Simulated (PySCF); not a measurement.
Cl₃Y, singlet, at a GFN2-xTB geometry (such geometries of metal compounds can be far from the true shape) (all electrons, no relativity). Base run: PySCF with M06/3-21G.

PySCF was given this input:
```python
from pyscf import gto, scf, dft

mol = gto.M(
    atom='''
Y     0.23273299    0.60598762    0.37640734
Cl    1.71306890   -0.82911873   -0.86829729
Cl   -0.87640660   -1.25795858    1.42317771
Cl   -1.37057916    0.69687040   -1.41840315
''',
    basis='3-21g',
    verbose=4,
)

mf = dft.RKS(mol)
mf.xc = 'm06'
mf.kernel()
```

Each row names what was changed in the base input (with any setting that the change needs).

```csv
change,ΔE vs base (mEh),grid points,electrons on the grid,outcome
base,0.000,78520,90.00001,converged
"grids.atom_grid = (150, 974)",-0.412,292600,90.00000,converged
grids.radi_method = delley,-0.747,77448,90.00002,converged
grids.prune = off,0.001,145392,90.00001,converged
"grids.atom_grid = (50, 194)",-29.375,25144,90.00029,converged
"grids.atom_grid = (30, 110)",-18.823,9696,89.99725,converged
grids.level = 4,-0.372,118200,90.00000,converged
grids.radi_method = mura_knowles,-0.395,70840,90.00001,converged
grids.level = 7,-0.412,346864,90.00000,converged
grids.prune = dft.gen_grid.sg1_prune,-,-,-,input refused
grids.becke_scheme = stratmann,-0.003,78520,90.00000,converged
```

- grids.prune = dft.gen_grid.sg1_prune: ended with `IndexError: index 39 is out of bounds for axis 0 with size 19`
